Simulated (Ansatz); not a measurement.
A single point on `O=[CH][Ga]([F])[GeH3]`.

```yaml
crystal:
  periodic: [false, false, false]
  atoms:
    - {symbol: O, position_ang: [-1.147031, 2.367747, 0.800561]}
    - {symbol: C, position_ang: [-1.056560, 1.370857, 1.466053]}
    - {symbol: Ga, position_ang: [-0.175891, -0.301534, 0.695518]}
    - {symbol: F, position_ang: [-0.231737, -1.642034, 1.846149]}
    - {symbol: Ge, position_ang: [0.859367, -0.723081, -1.473294]}
    - {symbol: H, position_ang: [-1.459415, 1.359714, 2.506915]}
    - {symbol: H, position_ang: [-0.242672, -0.949849, -2.521121]}
    - {symbol: H, position_ang: [1.699883, 0.486803, -1.907689]}
    - {symbol: H, position_ang: [1.754067, -1.968633, -1.413091]}
basis:
  gaussian: {orbitals: def2-QZVPP}
correlation: {method: mp2}
```

```sh
$ ansatz run in.yaml --threads 4 --pin off --events-out ev --progress --plain --max-ram 10444MiB
```

It prints (some lines left out):

```
Functional definition: HF
  name "HF"
  cite "Fock, Z. Phys. 61, 126 (1930) doi:10.1007/BF01340294"
  parent pbe
  exchange = exact_x
  correlation = 0
2983 factors; integrals over basis functions are off by at most 1.2e-3 eV
mean field evaluation 1: about -114645.6861 eV, gradient 4.6e1 eV
mean field evaluation 2: about -114645.7842 eV, gradient 4.7e1 eV
mean field evaluation 4: about -114650.2274 eV, gradient 4.0e0 eV
mean field evaluation 8: about -114650.3149 eV, gradient 5.6e-1 eV
mean field evaluation 16: about -114650.3173 eV, gradient 2.4e-6 eV
mean field -114650.31725079 eV, -4213.3214461904 hartree, gradient 2.4e-6 eV, S^2 0.000000; 1 other end points of the search recorded, 0 dependent functions left out
21 core orbitals not correlated: weight in the atoms' cores, before any rotation towards them, 1.000 or more for the frozen orbitals, at most 0.000 for the correlated occupied ones
reference -114650.31725079 eV, -4213.3214461904 hartree; 24, 24 occupied and 424, 424 virtual orbitals, 2983 factors
second order -45.69276122 eV of doubles, -0.00000000 eV of singles
Total energy: -114696.01001201 eV, -4215.0006241935 hartree
```

It took 11 s on 4 threads of an AMD EPYC 9R45 on a shared host, with 2.8 GiB of host memory at the peak.
